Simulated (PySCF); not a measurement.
**Computed properties of FGeH7Si2, SMILES [SiH2](F)[SiH2][GeH3]**

FGeH7Si2, SMILES [SiH2](F)[SiH2][GeH3]. Coordinates come from a r2SCAN-D4/def2-SVP optimisation. The structure was generated by enumeration, and PubChem lists no compound with its InChIKey, so it may never have been made. One conformer was computed; it need not be the lowest. All values are computed for the isolated molecule unless a solvent is named; none is compared with measurement here.

**Structure.** The optimised structure has Cs symmetry. All 27 harmonic modes at r2SCAN-D4/def2-SVP (PySCF) are real, so it is a minimum. With heavy atoms numbered as in [SiH2:1]([F:2])[SiH2:3][GeH3:4], the shortest bond between them is Si1–F2 at 1.633 Å and the longest Si3–Ge4 at 2.384 Å.

**Vibrations.** The strongest infrared lines (harmonic, unscaled, degenerate partners summed) lie at 667 cm⁻¹ (249 km/mol, H 86 %, Si 13 %), 2228 cm⁻¹ (173 km/mol, H 96 %), 796 cm⁻¹ (143 km/mol, H 97 %). The softest mode is at 44 cm⁻¹ and the zero-point energy is 37.8 kcal/mol.

**Electronic structure.** ωB97X/def2-TZVP (PySCF) places the frontier levels at -10.32 and 1.02 eV, a gap of 11.34 eV, and gives a dipole moment of 1.38 D and a mean polarisability of 88.8 bohr³. PBE/def2-TZVP (PySCF) at the same geometry gives -6.99 and -1.78 eV, so its gap is 6.13 eV narrower. An orbital gap is neither the optical nor the fundamental gap.

**Excitations.** TDA-M06-2X/def2-SVPD (PySCF) has S1 at 6.15 eV (201 nm, f = 0.068, bright); the most intense of the 10 singlets computed lies at 7.85 eV (f = 0.35). T1 (TDA) is at 5.48 eV, 0.67 eV under S1. TDA-PBE/def2-SVPD (PySCF) puts S1 at 5.67 eV. No vertical singlet excitation falls in the visible range (under 3.1 eV).

**NMR.** GIAO shifts at HF/pcSseg-1 (PySCF) (non-relativistic, atoms alike by connectivity averaged): ¹H from 3.5 to 5.3 ppm against TMS; ²⁹Si from -98.3 to -0.2 ppm against TMS; ¹⁹F at -199.8 ppm against CFCl3.
